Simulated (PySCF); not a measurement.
Compound: C5H6F2.
Bonds: C1–C2 (double), C2–C3 (double), C3–C4, C4–C5, C5–F6, C5–F7. Hydrogens: H8, H9 on C1; H10 on C3; H11, H12 on C4; H13 on C5.

Torsions of this conformer, `[CH2:1]=[C:2]=[CH:3][CH2:4][CH:5]([F:6])[F:7]`: C2–C3–C4–C5 -7°, C3–C4–C5–F6 -67°.

The closed-shell ground state was solved at several levels (PySCF, density fitting, gas phase, non-relativistic). One conformer (not necessarily the lowest) at the PBE0-D3(BJ)/def2-SVP geometry, without solvent, vibrations or thermal averaging.

```tsv
level	basis functions	total energy (Eh)	HOMO (eV)	LUMO (eV)	gap (eV)	dipole (D)
LDA/pcJ-1	249	-390.7214	-6.57	-1.20	5.37	1.92
KT3/pcSseg-1	149	-399.2443	-6.46	-0.94	5.52	1.81
PBE0/6-31G	75	-393.2412	-7.43	0.45	7.88	2.29
PBE0/6-31G*	110	-393.3287	-7.33	0.50	7.83	1.82
BLYP/pcSseg-1	149	-393.6330	-6.27	-0.83	5.44	1.83
KT2/pcSseg-1	149	-399.7388	-6.46	-0.97	5.49	1.84
PBE0/aug-cc-pVDZ	215	-393.3910	-7.59	-0.31	7.28	2.04
PBE0/pcSseg-1	149	-393.3033	-7.62	0.02	7.64	1.99
PBE0/pcSseg-0	75	-392.4446	-7.72	0.16	7.88	2.30
KT2/pcJ-1	249	-399.8461	-6.44	-0.96	5.48	1.85
PBE0/cc-pVDZ	128	-393.3607	-7.45	0.26	7.71	1.86
```

(1) Estimate the row for B97-D/pcSseg-1, a basis of 149 functions; the other rows only guide the guess.

(2) How much does the basis alone move the frontier levels among the 6 PBE0 rows?

(3) How far do the dipole and the HOMO energy spread over the levels?

## Answers

(1) Total energy -393.4838 Eh, HOMO -6.39 eV, LUMO -0.88 eV, gap 5.51 eV, dipole 1.87 D.

(2) The HOMO by 0.39 eV and the LUMO by 0.81 eV. By rising basis size (HOMO, LUMO in eV): 6-31G -7.43, 0.45; pcSseg-0 -7.72, 0.16; 6-31G* -7.33, 0.50; cc-pVDZ -7.45, 0.26; pcSseg-1 -7.62, 0.02; aug-cc-pVDZ -7.59, -0.31.

(3) The dipole runs from 1.81 to 2.30 D (mean 1.95 D) and the HOMO from -7.72 to -6.27 eV.

The pairwise dispersion term of B97-D wasn't added to the energies; at a given geometry it leaves orbitals and properties as they are.
